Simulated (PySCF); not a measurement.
Compound: C₆H₁₁P.
Geometry (GFN2-xTB, Å), atoms numbered from 1 in this order:
```
atom  x, y, z in Å
C1    -0.0851   -0.9783   -1.1669
C2    -0.2303   -0.0274    0.0213
C3    -0.3121    1.4163   -0.4751
C4    -1.4950   -0.3742    0.8085
C5     0.9921   -0.1810    0.9564
C6     2.2397    0.1186    0.3010
P7     3.5685    0.4490   -0.4307
H8    -0.0274   -2.0110   -0.8284
H9     0.8192   -0.7502   -1.7275
H10   -0.9376   -0.8834   -1.8356
H11    0.5948    1.6860   -1.0126
H12   -0.4315    2.1043    0.3597
H13   -1.1601    1.5395   -1.1450
H14   -2.3735   -0.2674    0.1757
H15   -1.4582   -1.4008    1.1685
H16   -1.6107    0.2869    1.6655
H17    0.8714    0.4879    1.8164
H18    1.0269   -1.2084    1.3372
```

The calculation used PySCF, TDDFT CAM-B3LYP/def2-SVPD, vertical, gas phase, core orbitals frozen in the response.

| state | E (eV) | E (hartree) | f | symmetry | main configurations (H = HOMO, L = LUMO) |
| --- | --- | --- | --- | --- | --- |
| S1 | 4.23 | 0.1553 | 0.0000 | – | H-1→L (33%), H→L (31%), H→L+1 (17%) |
| S2 | 4.58 | 0.1684 | 0.0010 | – | H→L (26%), H-1→L+1 (24%), H-1→L (24%) |
| S3 | 4.59 | 0.1688 | 0.0002 | – | H→L+1 (33%), H-1→L+1 (31%), H-1→L (17%) |
| S4 | 7.12 | 0.2615 | 0.020 | A″ | H→L+2 (37%), H-1→L+2 (33%), H→L+3 (12%) |
| S5 | 7.13 | 0.2621 | 0.175 | A′ | H-1→L+2 (32%), H→L+2 (27%), H-1→L+3 (10%) |
| S6 | 7.26 | 0.2667 | 0.600 | A′ | H-1→L+1 (17%), H→L (16%), H→L+1 (16%) |
| S7 | 7.29 | 0.2677 | 0.092 | A′ | H-2→L (51%), H-5→L (23%), H-4→L (10%) |
| S8 | 7.36 | 0.2703 | 0.032 | A″ | H-2→L+1 (53%), H-5→L+1 (20%), H-4→L+1 (18%) |

Triplets, Tamm–Dancoff:

```tsv
state	E (eV)	λ (nm)	main configurations (H = HOMO, L = LUMO)
T1	3.27	378.9	H→L (25%), H-1→L+1 (25%), H→L+1 (23%)
T2	3.68	336.6	H-1→L (29%), H→L (28%), H→L+1 (20%)
T3	3.69	336.1	H-1→L+1 (25%), H→L+1 (24%), H→L (24%)
```

The lowest singlet lies at 4.23 eV (293 nm, ultraviolet) and is dark (f under 0.0005); its leading configuration is HOMO-1→LUMO (33%). The strongest level in the table is S6 at 7.26 eV (171 nm, f = 0.600). Löwdin shares by element: HOMO (one of a set within 0.03 eV) carbon 49% or more, phosphorus 40%; LUMO phosphorus 50%, carbon 39% or more. Orbital energies (eV): HOMO-3 -10.78, HOMO-2 -10.65, HOMO-1 -8.61, HOMO -8.61, LUMO 0.13, LUMO+1 0.23, LUMO+2 1.20. Of the 8 states listed, 5 reach f = 0.01 and 2 stay under 0.0005. The oscillator strengths of these states sum to 0.919; summed over the whole spectrum of an exact calculation they would give the number of electrons, 62 (Thomas–Reiche–Kuhn). Symmetry labels in Cs follow from the direction of the transition dipole and are given only for states with f of 0.002 or more. Only the lowest 8 singlets were computed, as vertical energies without vibronic structure.
